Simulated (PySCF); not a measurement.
Species: C₆H₄NO₃ (doublet state).
Z-matrix (Å and degrees, GFN2-xTB geometry), rows numbered from 1:
```
C 
C   1  1.3107
C   2  1.4586  1  152.42
N   3  1.3637  2  151.57  1    -0.03
C   4  1.3408  3  125.99  2    -0.08
O   5  1.1967  4  132.83  3     0.24
C   3  1.3350  2   62.25  1  -179.90
O   7  1.3495  2  151.08  3   179.76
C   8  1.3363  7  116.51  2  -179.95
O   9  1.1981  8  125.60  7    -0.07
H   1  1.0748  2  121.36  3  -179.99
H   1  1.0746  2  120.73  3    -0.10
H   4  1.0179  3  114.52  2  -179.89
H   9  1.0982  8  108.92  7   179.93
```

The hyperfine couplings belong to this conformer and change with its torsions.

The species is `C=C1C(N[C]=O)=C1OC=O` [radical].

Computed, not measured: UKS B3LYP, pcH-1 on C H N O, non-relativistic, mean-field spin-orbit, GIAO (PySCF 2.14.0). Isolated species at its GFN2-xTB geometry (one conformer only). A GFN2-xTB geometry isn't a minimum of the functional, and hyperfine couplings can be far from their values at a DFT geometry. No stability test was run, so a lower SCF solution isn't excluded.

Problem. Match the computed a_iso(17O) values -47.6, -0.5 MHz with the sites O6; O8.

Solution. 
```tsv
site	a_iso (MHz)	ρ(0) (bohr⁻³)	position	distance from C5 (Å)	spin population	largest |T| (MHz)
O6	-47.6	+0.0785	1 bond from C5	1.20	+0.28	113.7
O8	-0.5	+0.0009	4 bonds from C5	4.87	0.00	0.4
```

ρ(0) is the spin density at the nucleus and T the dipolar tensor. The Mulliken spin populations are largest on C5 (+0.68) and O6 (+0.28).

Examples of negative spin density at the nucleus (bohr⁻³): C2 (-0.0016).

The run took 1.7 min (with the writing of density and orbital grids) on one thread, Arm Neoverse V2 (aarch64), no GPU, shared host with 96 logical CPUs at a one-minute load of 75, and the process peaked at 1.1 GiB of memory.
